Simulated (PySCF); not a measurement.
PySCF input file for C2H8O2Si2, SMILES O[Si@H]([SiH2]O)C=C, TDA-PBE/def2-SVPD. Geometry optimised at B3LYP-D3(BJ)/def2-SVP. The structure was generated by enumeration; whether it is a known compound was not checked. One conformer was computed; it need not be the lowest.

```python
import numpy as np
from pyscf import gto, scf, dft, tdscf

mol = gto.M(
    atom='''
    C     1.65894037    0.19813937   -1.86985462
    C     1.18877477    1.00233007   -0.90251134
    Si    0.64208394    0.33777682    0.76995901
    O     1.30570031   -1.18655204    1.00694866
    Si   -1.67798089    0.03461995    0.55640088
    O    -1.91234221   -0.60517129   -0.97724523
    H     1.79326686   -0.87629983   -1.69703507
    H     1.94178336    0.57017759   -2.86123057
    H     1.07126138    2.07231391   -1.12485603
    H     1.05810746    1.30104909    1.83793315
    H     2.26969299   -1.23334280    1.03463301
    H    -2.36419515    1.35630476    0.72010498
    H    -2.26465818   -0.91576385    1.53942768
    H    -1.23585683   -0.35702369   -1.62144736
    ''',
    basis='def2-SVPD',
    charge=0,
    spin=0,
    max_memory=1600,
    verbose=4,
)
mf = dft.RKS(mol, xc='pbe').density_fit(auxbasis='def2-universal-jkfit')
mf.grids.level = 3
mf.conv_tol = 1e-9
mf.max_cycle = 100
mf.kernel()
mf.grids = dft.Grids(mol).set(level=1).build(with_non0tab=True)  # coarser grid for the response kernel
td = tdscf.TDA(mf)
td.singlet = True
td.nstates = 10
td.conv_tol = 1e-4
td.positive_eig_threshold = 1e-6
td.kernel(x0=td.get_init_guess(mf, 15))
td.analyze()
tt = tdscf.TDA(mf)
tt.singlet = False
tt.nstates = 4
tt.conv_tol = 1e-4
tt.positive_eig_threshold = 1e-6
tt.kernel(x0=tt.get_init_guess(mf, 9))
tt.analyze(verbose=3)
```

Program output:

```
PySCF version 2.14.0

[INPUT] verbose = 4
[INPUT] num. atoms = 14
[INPUT] num. electrons = 64
[INPUT] charge = 0
[INPUT] spin (= nelec alpha-beta = 2S) = 0
[INPUT] symmetry False subgroup None
[INPUT] Mole.unit = angstrom
[INPUT] Symbol           X                Y                Z      unit          X                Y                Z       unit  Magmom
[INPUT]  1 C      1.658940370000   0.198139370000  -1.869854620000 AA    3.134942956285   0.374429143794  -3.533513124553 Bohr   0.0
[INPUT]  2 C      1.188774770000   1.002330070000  -0.902511340000 AA    2.246458739093   1.894129318716  -1.705499256914 Bohr   0.0
[INPUT]  3 Si     0.642083940000   0.337776820000   0.769959010000 AA    1.213362795582   0.638305681027   1.455011656041 Bohr   0.0
[INPUT]  4 O      1.305700310000  -1.186552040000   1.006948660000 AA    2.467415986660  -2.242258388144   1.902857188898 Bohr   0.0
[INPUT]  5 Si    -1.677980890000   0.034619950000   0.556400880000 AA   -3.170924324354   0.065422223946   1.051445278667 Bohr   0.0
[INPUT]  6 O     -1.912342210000  -0.605171290000  -0.977245230000 AA   -3.613803033345  -1.143607996550  -1.846725841238 Bohr   0.0
[INPUT]  7 H      1.793266860000  -0.876299830000  -1.697035070000 AA    3.388783233659  -1.655966681703  -3.206931506082 Bohr   0.0
[INPUT]  8 H      1.941783360000   0.570177590000  -2.861230570000 AA    3.669438743638   1.077479487465  -5.406942156533 Bohr   0.0
[INPUT]  9 H      1.071261380000   2.072313910000  -1.124856030000 AA    2.024390616024   3.916105734027  -2.125669826266 Bohr   0.0
[INPUT] 10 H      1.058107460000   1.301049090000   1.837933150000 AA    1.999533309759   2.458626454715   3.473190288759 Bohr   0.0
[INPUT] 11 H      2.269692990000  -1.233342800000   1.034633010000 AA    4.289098137945  -2.330680109704   1.955173028334 Bohr   0.0
[INPUT] 12 H     -2.364195150000   1.356304760000   0.720104980000 AA   -4.467681338525   2.563044537844   1.360801193135 Bohr   0.0
[INPUT] 13 H     -2.264658180000  -0.915763850000   1.539427680000 AA   -4.279583725956  -1.730542871277   2.909096703775 Bohr   0.0
[INPUT] 14 H     -1.235856830000  -0.357023690000  -1.621447360000 AA   -2.335430937873  -0.674676994082  -3.064091435799 Bohr   0.0

nuclear repulsion = 364.680242693132
number of shells = 86
number of NR pGTOs = 290
number of NR cGTOs = 198
basis = def2-SVPD
ecp = {}


[settings echo left out]
init E= -809.799222145453
  HOMO = -0.289774761810585  LUMO = -0.12283357756351  gap/eV = 4.54270
cycle= 1 E= -809.354177107264  delta_E= 0.445  |g|= 1.12  |ddm|= 4.93
  HOMO = -0.0911859848591536  LUMO = -0.0283142067203217  gap/eV = 1.71083
cycle= 2 E= -807.858428633577  delta_E=  1.5  |g|= 2.83  |ddm|= 3.67
  HOMO = -0.221003867943046  LUMO = -0.0526277042381054  gap/eV = 4.58175
cycle= 3 E= -809.582317480901  delta_E= -1.72  |g|= 0.279  |ddm|= 3.01
  HOMO = -0.238027652907322  LUMO = -0.0858691114388987  gap/eV = 4.14044
cycle= 4 E= -809.595629551703  delta_E= -0.0133  |g|= 0.203  |ddm|= 0.664
  HOMO = -0.237197627905743  LUMO = -0.0744252058674948  gap/eV = 4.42926
cycle= 5 E= -809.604572620078  delta_E= -0.00894  |g|= 0.081  |ddm|= 0.276
  HOMO = -0.236172912544902  LUMO = -0.0718152319267795  gap/eV = 4.47240
cycle= 6 E= -809.606210704448  delta_E= -0.00164  |g|= 0.0258  |ddm|= 0.108
  HOMO = -0.235244876355813  LUMO = -0.0726552855430129  gap/eV = 4.42429
cycle= 7 E= -809.606412952024  delta_E= -0.000202  |g|= 0.00647  |ddm|= 0.0425
  HOMO = -0.23542911326757  LUMO = -0.0726058519351866  gap/eV = 4.43065
cycle= 8 E= -809.606421118106  delta_E= -8.17e-06  |g|= 0.00297  |ddm|= 0.00897
  HOMO = -0.235455521738793  LUMO = -0.0724628386959489  gap/eV = 4.43526
cycle= 9 E= -809.606423088151  delta_E= -1.97e-06  |g|= 0.000523  |ddm|= 0.00413
  HOMO = -0.235474930536061  LUMO = -0.0724926520721674  gap/eV = 4.43497
cycle= 10 E= -809.606423161728  delta_E= -7.36e-08  |g|= 0.00012  |ddm|= 0.00103
  HOMO = -0.235467412169429  LUMO = -0.0724907374262758  gap/eV = 4.43482
cycle= 11 E= -809.606423165208  delta_E= -3.48e-09  |g|= 4.57e-05  |ddm|= 0.000273
  HOMO = -0.235471184826724  LUMO = -0.072491811108168  gap/eV = 4.43489
cycle= 12 E= -809.60642316585  delta_E= -6.41e-10  |g|= 8.12e-06  |ddm|= 0.000107
  HOMO = -0.235468781475675  LUMO = -0.0724900451778931  gap/eV = 4.43488
Extra cycle  E= -809.606423165819  delta_E= 3.05e-11  |g|= 1.35e-05  |ddm|= 4.21e-05
converged SCF energy = -809.606423165819
tot grids = 53320
Overwritten attributes  positive_eig_threshold  of <class 'pyscf.tdscf.rks.TDA'>


******** <class 'pyscf.tdscf.rks.TDA'> for <class 'pyscf.df.df_jk.DFRKS'> ********
nstates = 10 singlet
deg_eia_thresh = 1.000e-03
wfnsym = None
conv_tol = 0.0001
eigh lindep = 1e-12
eigh level_shift = 0
eigh max_cycle = 100


Excitation energies (eV)
[4.81569402 5.3127918  5.43916519 5.45968872 5.8363925  5.9444472
 6.14520164 6.33268733 6.42175261 6.47132114]

** Singlet excitation energies and oscillator strengths **
Excited State   1:      4.81569 eV    257.46 nm  f=0.0684
      29 -> 33        0.10230
      30 -> 33       -0.11157
      31 -> 33        0.20745
      32 -> 33       -0.64865
Excited State   2:      5.31279 eV    233.37 nm  f=0.0028
      29 -> 33       -0.20866
      30 -> 33       -0.12673
      31 -> 33        0.38822
      32 -> 34       -0.52890
Excited State   3:      5.43917 eV    227.95 nm  f=0.0048
      29 -> 33        0.16907
      30 -> 33       -0.59757
      31 -> 33       -0.29177
      32 -> 34       -0.13250
Excited State   4:      5.45969 eV    227.09 nm  f=0.0792
      29 -> 33        0.28163
      30 -> 33        0.32641
      31 -> 33       -0.30898
      32 -> 33       -0.13973
      32 -> 34       -0.42618
Excited State   5:      5.83639 eV    212.43 nm  f=0.0153
      32 -> 35       -0.68087
Excited State   6:      5.94445 eV    208.57 nm  f=0.0103
      29 -> 33        0.10699
      31 -> 34       -0.69103
Excited State   7:      6.14520 eV    201.76 nm  f=0.0068
      30 -> 34       -0.70082
Excited State   8:      6.33269 eV    195.78 nm  f=0.0141
      28 -> 33       -0.18675
      29 -> 33        0.26270
      29 -> 34       -0.36190
      29 -> 35        0.11741
      31 -> 33        0.13609
      31 -> 35        0.44135
Excited State   9:      6.42175 eV    193.07 nm  f=0.0126
      28 -> 33        0.40485
      29 -> 34       -0.51044
      31 -> 35       -0.25030
Excited State  10:      6.47132 eV    191.59 nm  f=0.0094
      28 -> 33        0.52011
      29 -> 34        0.21992
      31 -> 35        0.39317

** Transition electric dipole moments (AU) **
state          X           Y           Z        Dip. S.      Osc.
  1        -0.5604     -0.0976      0.5059      0.5795      0.0684
  2        -0.0203      0.0981     -0.1074      0.0216      0.0028
  3         0.0902      0.1563      0.0599      0.0362      0.0048
  4        -0.5442      0.0625      0.5407      0.5923      0.0792
  5         0.1475     -0.1619      0.2427      0.1069      0.0153
  6         0.0107      0.0216     -0.2642      0.0704      0.0103
  7         0.1272     -0.0429     -0.1651      0.0453      0.0068
  8         0.1451     -0.1413     -0.2227      0.0907      0.0141
  9        -0.2734     -0.0669     -0.0272      0.0800      0.0126
 10         0.2258     -0.0845      0.0304      0.0591      0.0094

** Transition velocity dipole moments (imaginary part, AU) **
state          X           Y           Z        Dip. S.      Osc.
  1        -0.0298     -0.0028      0.0174      0.0012      0.0045
  2        -0.0013      0.0011     -0.0061      0.0000      0.0001
  3        -0.0116      0.0012     -0.0002      0.0001      0.0005
  4        -0.0596     -0.0194      0.0238      0.0045      0.0149
  5         0.0302     -0.0159      0.0055      0.0012      0.0037
  6        -0.0119      0.0097     -0.0366      0.0016      0.0048
  7         0.0198     -0.0109     -0.0231      0.0010      0.0031
  8         0.0115      0.0057     -0.0014      0.0002      0.0005
  9        -0.0502     -0.0030      0.0005      0.0025      0.0071
 10         0.0289     -0.0156     -0.0042      0.0011      0.0031

** Transition magnetic dipole moments (imaginary part, AU) **
state          X           Y           Z
  1        -0.2310      0.4146     -0.1342
  2         0.2004     -0.0162      0.2576
  3         0.3142     -0.2973     -0.1053
  4        -0.1291      0.3781     -0.0191
  5         0.3194     -0.0197     -0.3786
  6        -0.3547     -0.8925      0.4150
  7         0.5265     -0.2176     -0.2221
  8         0.2631      0.0245     -0.3026
  9         0.5922     -0.3702     -0.3977
 10        -0.1630     -0.1583     -0.1999


******** <class 'pyscf.tdscf.rks.TDA'> for <class 'pyscf.df.df_jk.DFRKS'> ********
nstates = 4 triplet
deg_eia_thresh = 1.000e-03
wfnsym = None
conv_tol = 0.0001
eigh lindep = 1e-12
eigh level_shift = 0
eigh max_cycle = 100


Excitation energies (eV)
[4.00484481 4.64213937 4.93247565 5.18108099]

** Triplet excitation energies and oscillator strengths **
Excited State   1:      4.00484 eV    309.59 nm  f=0.0000
Excited State   2:      4.64214 eV    267.08 nm  f=0.0000
Excited State   3:      4.93248 eV    251.36 nm  f=0.0000
Excited State   4:      5.18108 eV    239.30 nm  f=0.0000
```

The run converged.
